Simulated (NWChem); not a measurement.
# CH3Cl2FSn; SMILES [CH3][Sn]([F])([Cl])[Cl]

No frequency run checked for a minimum. def2 effective core potentials on Sn; no spin-orbit coupling.

Q: Give the equilibrium geometry at PBE0/def2-SVP with def2 effective core potentials on Sn (NWChem) as a list of bonds and angles, with the point group.

A: point group Cs; any orientation.
Bonded distances (Å): C1–Sn2 2.124, C1–H6 1.097, C1–H7 1.097, C1–H8 1.098, Sn2–F3 1.930, Sn2–Cl4 2.330, Sn2–Cl5 2.330. Bond angles (°): Sn2–C1–H6 108.6, Sn2–C1–H7 108.6, Sn2–C1–H8 107.7, H6–C1–H7 110.7, H6–C1–H8 110.6, H7–C1–H8 110.6, C1–Sn2–F3 109.9, C1–Sn2–Cl4 114.0, C1–Sn2–Cl5 114.0, F3–Sn2–Cl4 105.1, F3–Sn2–Cl5 105.1, Cl4–Sn2–Cl5 108.0.
